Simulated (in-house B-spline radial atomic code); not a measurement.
Inner levels of europium as electrons are removed. A shift is the extra binding of the orbital against the neutral atom ([Xe] 4f7 6s2). The density at the nucleus is averaged over the nuclear charge. Computed with a B-spline radial code for spherical atoms: Dirac-Hartree-Fock, average of the configuration, finite nuclei.

| ion | configuration | shift of 1s1/2 (eV) | shift of 2p1/2 (eV) | shift of 2s1/2 (eV) | radius of 1s1/2 (bohr) | radius of 2p1/2 (bohr) | radius of 2s1/2 (bohr) | Σ<r²> (bohr²) | change of density at nucleus (bohr⁻³) |
| --- | --- | --- | --- | --- | --- | --- | --- | --- | --- |
| Eu44+ | [Ar] 3d1 | 2678.68 | 2616.58 | 2595.12 | 0.022314 | 0.078285 | 0.093573 | 0.59806 | -97.037 |
| Eu45+ | [Ne] 3s2 3p6 | 2827.6 | 2760.89 | 2737.42 | 0.022314 | 0.078197 | 0.093479 | 0.54496 | 230.27 |
| Eu46+ | [Ne] 3s2 3p5 | 2982.69 | 2896.9 | 2870.44 | 0.022311 | 0.078185 | 0.093374 | 0.48156 | 495.2 |
| Eu47+ | [Ne] 3s2 3p4 | ? | ? | ? | ? | ? | ? | ? | ? |
| Eu48+ | [Ne] 3s2 3p3 | ? | ? | ? | ? | ? | ? | ? | ? |
| Eu49+ | [Ne] 3s2 3p2 | 3459.51 | 3313.7 | 3277.62 | 0.022302 | 0.07791 | 0.09305 | 0.2999 | 1308.97 |
| Eu50+ | [Ne] 3s2 3p1 | ? | ? | ? | ? | ? | ? | ? | ? |
| Eu51+ | [Ne] 3s2 | 3787.01 | 3598.81 | 3555.84 | 0.022295 | 0.077718 | 0.092823 | 0.18554 | 1866.9 |
| Eu52+ | [Ne] 3s1 | 3944.68 | 3738.69 | 3687.96 | 0.022294 | 0.077631 | 0.092822 | 0.12751 | -6084.63 |
| Eu53+ | [He] 2s2 2p6 | 4103.92 | 3879.76 | 3821.14 | 0.022292 | 0.077543 | 0.092756 | 0.070569 | -14223 |

Question: Fill in the row of Eu47+.

Answer: shift of 1s1/2 (eV): 3139.71; shift of 2p1/2 (eV): 3034.38; shift of 2s1/2 (eV): 3004.81; radius of 1s1/2 (bohr): 0.022308; radius of 2p1/2 (bohr): 0.078095; radius of 2s1/2 (bohr): 0.093268; Σ<r²> (bohr²): 0.41961; change of density at nucleus (bohr⁻³): 763.33.

Question: Fill in the row of Eu48+.

Answer: shift of 1s1/2 (eV): 3298.65; shift of 2p1/2 (eV): 3173.32; shift of 2s1/2 (eV): 3140.54; radius of 1s1/2 (bohr): 0.022305; radius of 2p1/2 (bohr): 0.078004; radius of 2s1/2 (bohr): 0.09316; Σ<r²> (bohr²): 0.35907; change of density at nucleus (bohr⁻³): 1034.59.

Question: Fill in the row of Eu50+.

Answer: shift of 1s1/2 (eV): 3622.3; shift of 2p1/2 (eV): 3455.53; shift of 2s1/2 (eV): 3416.06; radius of 1s1/2 (bohr): 0.022298; radius of 2p1/2 (bohr): 0.077815; radius of 2s1/2 (bohr): 0.092937; Σ<r²> (bohr²): 0.24207; change of density at nucleus (bohr⁻³): 1586.42.
